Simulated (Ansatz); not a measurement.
Calculated with Ansatz (gas phase, PBE0-D4/def2-TZVP geometries, no zero-point term in ΔE). CCSD(T)/CBS adds triple-zeta CCSD(T) − MP2 to the extrapolated MP2 energy (def2 sets, frozen cores). This one scheme is used for every species. Elements past krypton have def2 core potentials. For Te outer-core shells are correlated without core-valence functions, which leaves a few kJ/mol of doubt a bond. Each species was taken in one conformer, which may not be the lowest.

Reaction (formal exchange of groups at a Te–Si bond): `C[SiH2][Te][SiH3]` + `OBO` → `C[SiH2][Te]B(O)O` + SiH₄

`C[SiH2][Te][SiH3]`:

```xyz
12

C     1.825   -0.484    0.381
Si    0.643    0.848    0.940
Te   -0.664    1.814   -0.962
Si   -2.052   -0.246   -1.125
H     1.285   -1.307   -0.091
H     2.537   -0.084   -0.343
H     2.381   -0.880    1.235
H     1.374    1.996    1.538
H    -0.315    0.308    1.942
H    -2.827   -0.462    0.123
H    -2.980   -0.059   -2.268
H    -1.206   -1.444   -1.371
```

`OBO`:

```xyz
6

O     1.074    0.008    0.204
B    -0.227    0.235   -0.137
O    -1.145   -0.738    0.070
H     1.647    0.754    0.020
H    -0.591    1.270   -0.617
H    -0.758   -1.529    0.458
```

`C[SiH2][Te]B(O)O`:

Cartesian coordinates in Å:
```
C -2.252 1.584 -0.585
Si -1.114 0.144 -0.226
Te 1.185 1.070 0.125
B 2.056 -0.903 0.481
O 1.241 -1.985 0.432
O 3.379 -1.079 0.749
H -1.934 2.119 -1.482
H -2.267 2.288 0.250
H -3.272 1.223 -0.745
H -1.090 -0.806 -1.367
H -1.545 -0.576 0.998
H 1.716 -2.806 0.602
H 3.897 -0.272 0.768
```

SiH₄:

```xyz
5

Si    0.000    0.000    0.000
H     1.002    0.478   -0.986
H    -0.342   -1.415   -0.289
H    -1.224    0.834   -0.094
H     0.565    0.103    1.369
```

```json
{"species": "`C[SiH2][Te][SiH3]`", "CCSD(T)/CBS(def2) energy (Eh)": "-888.79691"}
{"species": "`OBO`", "CCSD(T)/CBS(def2) energy (Eh)": "-177.05255"}
{"species": "`C[SiH2][Te]B(O)O`", "CCSD(T)/CBS(def2) energy (Eh)": "-774.37646"}
{"species": "SiH₄", "CCSD(T)/CBS(def2) energy (Eh)": "-291.46306"}
```

(1) Work out ΔE.

Largest T1 diagnostic among the species: 0.013.

Answers

(1) ΔE = (-774.37646) + (-291.46306) − (-888.79691) − (-177.05255) = 0.00994 Eh = +26.1 kJ/mol.

In def2-TZVPP, CCSD(T) changes the Hartree–Fock value by −6.8 kJ/mol (the triples alone add −1.3 kJ/mol) and MP2 by −5.3 kJ/mol.
